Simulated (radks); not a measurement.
I VIII, configuration [Kr] 4d10.

Calculated with a radial shooting solver on a logarithmic mesh with Libxc functionals: Dirac Kohn-Sham, BLYP, spin-unpolarised, spherical densities, point nucleus.

Energy parts (eV):
part                       energy
total                 -193423.127
kinetic                205044.880
electron-nucleus      -465791.708
Hartree                 72210.025
exchange-correlation    -4886.324

Orbitals (lengths in bohr, moments of r in powers of bohr; r(90%) holds 90 % of the orbital's charge):
orbital	occ.	eigenvalue (eV)	<r^4>	<r>	<1/r>	r(90%)	small-component weight
1s1/2	2	-33059.91	2.641e-06	0.02722	56.85	0.0490	3.81e-02
2s1/2	2	-5184.456	0.0004490	0.1167	13.27	0.181	8.15e-03
2p1/2	2	-4870.471	0.0002867	0.09845	13.25	0.162	8.18e-03
2p3/2	4	-4571.537	0.0003440	0.1041	12.22	0.169	7.76e-03
3s1/2	2	-1119.620	0.01932	0.3138	4.731	0.461	2.41e-03
3p1/2	2	-989.7790	0.01842	0.3040	4.642	0.457	2.36e-03
3p3/2	4	-933.5095	0.02120	0.3155	4.387	0.473	2.24e-03
3d3/2	4	-704.6355	0.01726	0.2864	4.242	0.450	2.13e-03
3d5/2	6	-692.7983	0.01804	0.2900	4.177	0.455	2.09e-03
4s1/2	2	-270.8492	0.5511	0.7370	1.909	1.06	6.96e-04
4p1/2	2	-225.3589	0.6789	0.7678	1.802	1.12	6.36e-04
4p3/2	4	-214.2382	0.7787	0.7950	1.720	1.16	6.01e-04
4d3/2	4	-140.6091	1.384	0.8902	1.487	1.34	4.68e-04
4d5/2	6	-138.8108	1.444	0.9000	1.467	1.36	4.59e-04

The highest occupied level is 4d5/2 at -138.81 eV. The density falls to 0.001 e/bohr^3 at r = 2.34 bohr. Summed over all electrons, <r^2> = 16.76 bohr^2, which gives a Langevin (diamagnetic) susceptibility term of -13.3 x 10^-6 cm^3/mol.
